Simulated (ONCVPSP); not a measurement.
Potentials for manganese compared

Generated with ld1.x 7.5 (TM, RRKJ, ultrasoft, PAW), atompaw 4.2 or ONCVPSP 4.0.1. The cutoff is in Ry: for ld1.x and atompaw files where the sum of valence levels is converged to 10 mRy in a Bessel basis, for ONCV files where the hardest occupied wave has 1 mHa per electron of residual kinetic energy. The error is the largest all-electron minus pseudo excitation energy over each file’s own four to seven test configurations (ionisations up to +4, promotions, holes and added fractions of an electron), all of which were solved. The labels leave out finer settings (local radius, basis sizes, second energies), which also bear on the numbers. Spin-polarised tests are not counted. The rows are a selection from randomly drawn settings: files with unsolved tests, undetermined cutoffs or missed reference levels are left out.

A true bound ghost makes a file unfit for plane-wave use even where its test errors are small: the radial tests pick states by their node count and pass the ghost by.

```tsv
potential	cutoff (Ry)	largest error (meV)	bound ghosts
ONCV, revPBE, scalar-relativistic, rc 1.15/1.10/1.00/0.95 (spdf), local smoothed, core correction no, reference 3s2 3p6 3d5 4s2, qcut 9.4/13.9/9.4/12.3, projectors 2/2/2/2	330	+0.8	none
ONCV, PBEsol, fully relativistic, rc 1.05/1.45/1.20 (spd), local smoothed, core correction yes, reference 3s2 3p6 3d5, qcut 13.4/8.7/15.6, projectors 2/1/2	153	+9.1	none
ONCV, LDA (Perdew-Zunger), fully relativistic, rc 2.50/3.35/1.55 (spd), local smoothed, core correction no, reference 3d5 4s1.75 4p0.25, qcut 3.2/2.1/9, projectors 3/2/2	70	-104	s
ONCV, PBE, scalar-relativistic, rc 1.40/1.45/1.80 (spd), local smoothed, core correction yes, reference 3s2 3p6 3d5 4s2, qcut 7.5/8/8.1, projectors 2/2/3	53	+98	none
ONCV, PBE, scalar-relativistic, rc 1.45/1.40/2.00 (spd), local smoothed, core correction yes, reference 3s2 3p6 3d5 4s0.5, qcut 9.1/11/7.2, projectors 2/2/2	64	+269	none
```

Problem. Fill in the row for Mn: ONCV, PBE, scalar-relativistic, rc 1.15/1.40/1.55 (spd), local smoothed, core correction no, reference 3s2 3p6 3d5 4s2, qcut 7.9/9.9/12.1, projectors 2/3/2.

Solution. cutoff 96 Ry, largest error +20 meV, bound ghosts: none.

Problem. Fill in the row for Mn: ONCV, PBE, scalar-relativistic, rc 1.30/1.15/1.25/1.05 (spdf), local smoothed, core correction no, reference 3s2 3p6 3d5, qcut 11.2/15.1/14.8/9.8, projectors 2/1/1/2.

Solution. cutoff 138 Ry, largest error +6.7 meV, bound ghosts: none.

Problem. Fill in the row for Mn: ONCV, PBE, scalar-relativistic, rc 1.45/1.30/1.00 (spd), local smoothed, core correction no, reference 3s2 3p6 3d5 4s1, qcut 10.3/13.4/11, projectors 2/1/2.

Solution. cutoff 248 Ry, largest error +21 meV, bound ghosts: none.
